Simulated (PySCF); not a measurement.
Rotational lines of HgB⁺

Lines J+1 ← J of the vibrational ground state, computed from RHF-CCSD(T) constants of HgB⁺, ¹Σ⁺ (singlet), closed shell (Hg def2-SVPD with ECP60, B def2-SVPD; scalar-relativistic core potentials (PySCF 2.14); masses 201.9706 and 11.0093 u), in MHz:

| J | ν (MHz) |
| --- | --- |
| 2 | 50917.0 |
| 3 | 67886.1 |
| 4 | 84852.4 |
| 5 | 101815.4 |
| 6 | 118774.2 |

**Question.** Find B0 and the effective bond length r0; with αe = 0.00299 cm⁻¹, find Re.

**Answer.** ν = 2B0(J+1) − 4D(J+1)³ gives B0 = 0.28308 cm⁻¹. With the reduced mass μred = 10.440 u, r0 = √(16.8576/(μred·B0)) (u, cm⁻¹, Å) = 2.3883 Å. Be = B0 + αe/2 = 0.28458 cm⁻¹ gives Re = 2.382 Å.

Correlated steps freeze 1 core orbital. Correlated levels converge slowly with the basis: in double zeta they bind strong bonds too weakly, by up to about 1 eV, and carry superposition errors of some tenths. Spin–orbit coupling is left out. For an ion De counts to the pair picked by the measured ionisation energies or electron affinities, which need not be the lowest pair at this level. The CCSD T1 diagnostic is raised, a sign that a single reference may not be enough here.
